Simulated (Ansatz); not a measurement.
`[NH2][GeH2][NH][SiH](N)F`, charge 0, multiplicity 1.

Q: Give a relaxed structure at PBE0-D4/def2-TZVP (the Gaussian-basis code of Ansatz). (Best estimate.)

A: Ansatz gave: 
Z-matrix (Å, degrees):
```
Ge
N 1 1.833
N 1 1.848 2 106.6
H 1 1.544 2 105.6 3 121.8
H 1 1.535 2 113.0 3 -115.5
Si 2 1.704 1 126.5 3 59.5
H 2 1.008 1 115.2 3 -119.8
H 3 1.011 1 113.8 2 -159.6
H 3 1.011 1 114.2 2 75.0
N 6 1.690 2 106.3 1 -21.2
F 6 1.604 2 114.3 1 96.3
H 6 1.483 2 108.7 1 -149.6
H 10 1.010 6 120.9 2 -26.6
H 10 1.004 6 124.2 2 158.6
```
This is one stationary point; other conformers may exist.
